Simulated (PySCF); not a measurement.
Name the molecule from its bond curve

A diatomic of charge +1 contains Ga. Its doublet curve at PBE0 in a double-zeta basis (no relativity, PySCF), in eV from the separated fragments:

R (Å), E (eV) and a bar:
```
    2.755     -1.390 ############################
    2.884     -1.512 ############
    3.012     -1.578 ####
    3.108     -1.600 #
    3.204     -1.606 
    3.300     -1.599 #
    3.428     -1.576 ####
    3.588     -1.532 ##########
    3.781     -1.468 ##################
    4.037     -1.377 ##############################
```

The fit gives ωe = 141 cm⁻¹ and the rotational constant Bₑ = 0.08517 cm⁻¹.

Task: Which atom is the partner?

Result: The minimum lies at 3.195 Å, so the reduced mass is 16.8576 u Å² cm⁻¹/(Bₑ·Re²) = 19.39 u. With Ga at 68.93 u the partner weighs about 27.0 u: Al. The molecule is AlGa⁺.

Spin–orbit coupling is left out. The state was picked by a PBE0 search and need not be the measured ground state.
